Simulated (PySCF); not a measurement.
CH₆ClFSi₂, SMILES C[Si@@](F)([SiH3])Cl. The structure is a stationary point at B3LYP-D3(BJ)/def2-SVP. The structure was generated by enumeration; whether it is a known compound was not checked.

Computed equilibrium geometry at B3LYP-D3(BJ)/def2-SVP (PySCF confirms it by a frequency run) as a Z-matrix:
```
Si
F 1 1.6325
C 1 1.8627 2 108.26
H 3 1.1013 1 110.50 2 178.16
H 3 1.1017 4 108.37 1 120.84
H 3 1.1019 4 108.60 5 117.78
Cl 1 2.0825 2 106.96 3 117.30
Si 1 2.3422 2 108.54 3 -127.02
H 8 1.4900 1 109.71 2 -58.03
H 8 1.4923 9 109.47 1 119.09
H 8 1.4928 9 109.57 10 119.39
```
Charge 0, spin multiplicity 1.
